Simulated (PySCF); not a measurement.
Molfile (atoms numbered from 1):
```
C4H12AlF2NO
     RDKit          3D

 21 20  0  0  0  0  0  0  0  0999 V2000
   -1.0083    1.3051   -0.5462 C   0  0  0  0  0  0  0  0  0  0  0  0
   -0.6636   -0.0474   -0.0766 N   0  0  0  0  0  0  0  0  0  0  0  0
   -0.8626   -1.0432   -1.1445 C   0  0  0  0  0  0  0  0  0  0  0  0
   -1.9482   -0.5318    1.5083 Al  0  0  0  0  0  4  0  0  0  0  0  0
    0.6870   -0.0992    0.4463 C   0  0  0  0  0  0  0  0  0  0  0  0
    1.5901    0.2507   -0.5764 O   0  0  0  0  0  0  0  0  0  0  0  0
    2.8856    0.3727   -0.1944 C   0  0  0  0  0  0  0  0  0  0  0  0
    3.5596    0.8572   -1.2315 F   0  0  0  0  0  0  0  0  0  0  0  0
    3.3991   -0.8342    0.1192 F   0  0  0  0  0  0  0  0  0  0  0  0
   -0.8840    2.0171    0.2814 H   0  0  0  0  0  0  0  0  0  0  0  0
   -0.3666    1.6026   -1.3889 H   0  0  0  0  0  0  0  0  0  0  0  0
   -2.0611    1.3131   -0.8565 H   0  0  0  0  0  0  0  0  0  0  0  0
   -0.6376   -2.0435   -0.7507 H   0  0  0  0  0  0  0  0  0  0  0  0
   -1.9146   -1.0193   -1.4576 H   0  0  0  0  0  0  0  0  0  0  0  0
   -0.2106   -0.8303   -2.0050 H   0  0  0  0  0  0  0  0  0  0  0  0
   -1.4279   -2.0208    1.8158 H   0  0  0  0  0  0  0  0  0  0  0  0
   -3.3544   -0.3639    0.7542 H   0  0  0  0  0  0  0  0  0  0  0  0
   -1.5099    0.6188    2.5441 H   0  0  0  0  0  0  0  0  0  0  0  0
    0.7627    0.6056    1.2941 H   0  0  0  0  0  0  0  0  0  0  0  0
    0.8838   -1.1206    0.8100 H   0  0  0  0  0  0  0  0  0  0  0  0
    3.0160    1.0354    0.6839 H   0  0  0  0  0  0  0  0  0  0  0  0
  1  2  1  0
  2  3  1  0
  2  4  1  0
  2  5  1  0
  5  6  1  0
  6  7  1  0
  7  8  1  0
  7  9  1  0
  1 10  1  0
  1 11  1  0
  1 12  1  0
  3 13  1  0
  3 14  1  0
  3 15  1  0
  4 16  1  0
  4 17  1  0
  4 18  1  0
  5 19  1  0
  5 20  1  0
  7 21  1  0
M  CHG  2   2   1   4  -1
M  END
```

Theory: NMR shieldings at B3LYP/pcSseg-1/GIAO, coordinates at the PBE0-D3(BJ)/def2-SVP level, in PySCF 2.14.0 with density-fitted response routines (relativity neglected, equivalent nuclei averaged, no solvent, one conformer).

List the cross peaks expected in HSQC, COSY and HMBC spectra.

Answers



HSQC (one-bond C–H):
```
                            δH            δC
                    5.96 (H21)    121.7 (C7)
                4.42 (H19/H20)     84.0 (C5)
2.66 (H10/H11/H12/H13/H14/H15)  42.5 (C1/C3)
```

HMBC (two and three bonds, from the bond graph):
```
                            δH                        δC
                    5.96 (H21)                 84.0 (C5)
                4.42 (H19/H20)  121.7 (C7), 42.5 (C1/C3)
            3.83 (H16/H17/H18)   84.0 (C5), 42.5 (C1/C3)
2.66 (H10/H11/H12/H13/H14/H15)   84.0 (C5), 42.5 (C1/C3)
```

No COSY cross peaks are expected.

δ = σ(ref) − σ, references computed at the same level: TMS for ¹H and ¹³C.

Short H···H contacts in this conformer between protons four or more bonds apart (candidates for NOE cross peaks, intensity ∝ r⁻⁶): H13···H20 2.37 Å, H19···H21 2.37 Å, H18···H19 2.59 Å, H12···H17 2.66 Å.

Hydrides on Al or Ga are broadened by the quadrupolar metal nucleus. Shifts are as computed. Against solution values, carbons near 30 ppm lie about +2 ppm off and those near 130 ppm about +6 ppm. Of 1309 compounds with measured shifts, 239 miss one by over three times the rms of a fit or turn the order of signals round; such compounds aren't used in these exercises.
